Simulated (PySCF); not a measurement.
# From computed data to an observable: entropy of an ideal gas

TaOF2, SMILES [O]=[Ta+]([F])[F], charge +1, multiplicity 1.

The structure is a stationary point at r2SCAN-D4/def2-TZVP. The multiplicity is an assumed one; other spin states were not compared. The isomer is the one that the SMILES or the coordinates give; other isomers of the formula were not compared. The def2 effective core potentials stand for the cores of Ta; spin–orbit coupling is left out.

PySCF with r2SCAN-D4/def2-TZVP gives the harmonic wavenumbers 174, 253, 289, 756, 768, 1066 cm⁻¹ and the rotational temperatures 0.2911, 0.2374, 0.1679 K. The molar mass is 234.94 g/mol, the symmetry number 1, the spin multiplicity 1.

Problem. Work out the entropy at 298.15 K and 1 atm in the rigid-rotor, harmonic-oscillator model.

Solution. 
Translation (Sackur–Tetrode at 1 atm): S = R[1.5 ln M + 2.5 ln T − 1.16487] = 176.8 J/(mol K).
Rotation: q = (√π/σ) T^1.5/√(θA θB θC) = 84700, S = R[ln q + 3/2] = 106.8 J/(mol K).
Vibration: with u = 1.4388 ν/T, each mode gives R[u/(e^u − 1) − ln(1 − e^−u)]:
```tsv
ν (cm⁻¹)	modes	u	S (J/(mol K))
174	1	0.84	10.01
253	1	1.22	7.15
289	1	1.39	6.19
756	1	3.65	1.03
768	1	3.71	0.98
1066	1	5.14	0.30
```
These are all the modes. Sum 25.7 J/(mol K).
Spin: R ln 1 = 0.0 J/(mol K).
Total 309.3 J/(mol K); the program's own thermochemistry gives 309.3. Translation makes up 57 % and vibration 8 %. Anharmonicity, hindered rotation and orbital degeneracy are left out.
